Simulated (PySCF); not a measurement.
Job file and geometry (Å, from GFN2-xTB) of an NMR shielding run on SMILES C(CC#[N+][BH2-]NC)#N, C$_{4}$H$_{8}$BN$_{3}$, GIAO PBE0/pcSseg-1 NMR shielding, non-relativistic, gas phase in PySCF 2.14.0, density-fitted response routines; density fitting, a coarse starting grid and PySCF grid level 2 are the driver's defaults:

```
$ OMP_NUM_THREADS=1 python probes_run.py task.json out

{"job": {"kind": "nmr", "xc": "PBE0", "basis": "pcSseg-1"}, "charge": 0, "multiplicity": 1}
C     -1.915135     0.550034    -0.048237
N     -1.850356    -0.872104     0.029714
B     -0.976431    -1.530854     1.035263
N      0.429379    -0.934785     0.709599
C      1.010688    -0.029345     0.282266
C      1.897804     1.003176    -0.203097
C      3.271914     0.670233     0.128671
N      4.351637     0.411440     0.389250
H     -2.165154     0.952666     0.934096
H     -2.667744     0.872622    -0.769154
H     -0.940704     1.006169    -0.351800
H     -1.852341    -1.295086    -0.887925
H     -0.894744    -2.701057     0.891425
H     -1.160616    -1.154403     2.147802
H      1.645164     1.964380     0.260060
H      1.809039     1.095858    -1.291860
```

Task: What does the program print?

Result: 
```
coarse grid: 13576 points
cycle   1  E = -345.6318088304  dE =  1.198e+00  |g| = 7.509e-01  |ddm| = 3.597e+00
cycle   2  E = -344.6518529645  dE =  9.800e-01  |g| = 2.111e+00  |ddm| = 3.063e+00
cycle   3  E = -345.7795864311  dE = -1.128e+00  |g| = 2.042e-01  |ddm| = 2.510e+00
cycle   4  E = -345.7846269602  dE = -5.041e-03  |g| = 1.574e-01  |ddm| = 3.127e-01
cycle   5  E = -345.7897711477  dE = -5.144e-03  |g| = 4.045e-02  |ddm| = 1.313e-01
cycle   6  E = -345.7901252653  dE = -3.541e-04  |g| = 5.751e-03  |ddm| = 3.052e-02
cycle   7  E = -345.7901296374  dE = -4.372e-06  |g| = 4.300e-03  |ddm| = 7.048e-03
cycle   8  E = -345.7901334186  dE = -3.781e-06  |g| = 1.183e-03  |ddm| = 3.539e-03
final grid: 131992 points
cycle   9  E = -345.8311320167  dE = -3.848e-05  |g| = 8.615e-03  |ddm| = 2.991e-02
cycle  10  E = -345.8311154396  dE =  1.658e-05  |g| = 1.228e-02  |ddm| = 1.854e-02
cycle  11  E = -345.8311481730  dE = -3.273e-05  |g| = 3.036e-03  |ddm| = 1.169e-02
cycle  12  E = -345.8311502306  dE = -2.058e-06  |g| = 6.149e-04  |ddm| = 2.294e-03
cycle  13  E = -345.8311503003  dE = -6.967e-08  |g| = 2.499e-04  |ddm| = 5.368e-04
cycle  14  E = -345.8311503116  dE = -1.133e-08  |g| = 8.868e-05  |ddm| = 1.836e-04
cycle  15  E = -345.8311503131  dE = -1.461e-09  |g| = 3.982e-05  |ddm| = 7.956e-05
cycle  16  E = -345.8311503134  dE = -3.454e-10  |g| = 7.366e-06  |ddm| = 3.689e-05
converged SCF energy = -345.8311503134

GIAO shielding tensors (ppm)
atom      isotropic    diamagn.    paramagn.     s11        s22        s33       span
  0 C      148.088     249.246    -101.158    124.237    141.544    178.482     54.245
  1 N      215.777     322.262    -106.485    174.620    218.556    254.156     79.536
  2 B      114.362     191.454     -77.092     90.903    124.806    127.376     36.473
  3 N       23.185     335.938    -312.754   -170.351    -54.407    294.311    464.661
  4 C       59.034     271.032    -211.998    -20.079      2.762    194.419    214.498
  5 C      175.787     244.571     -68.784    164.087    174.045    189.229     25.142
  6 C       74.132     257.523    -183.391    -35.945    -34.777    293.120    329.065
  7 N      -43.020     336.733    -379.753   -215.894   -214.231    301.066    516.960
  8 H       29.825      30.825      -1.000     25.170     26.752     37.554     12.384
  9 H       28.406      29.670      -1.264     23.878     26.761     34.578     10.700
 10 H       30.451      35.489      -5.038     27.957     29.199     34.198      6.241
 11 H       31.929      33.973      -2.044     22.708     30.202     42.877     20.168
 12 H       28.833      30.400      -1.567     24.480     29.318     32.700      8.220
 13 H       28.784      30.843      -2.059     24.089     29.056     33.207      9.118
 14 H       27.462      26.324       1.139     21.799     27.526     33.063     11.264
 15 H       27.598      26.832       0.766     21.915     27.566     33.313     11.398
```

Size and cost of the density-fitted run: 176 basis functions, 26 s wall time on 1 thread of an Arm Neoverse V2, shared host; peak memory 0.78 GiB.
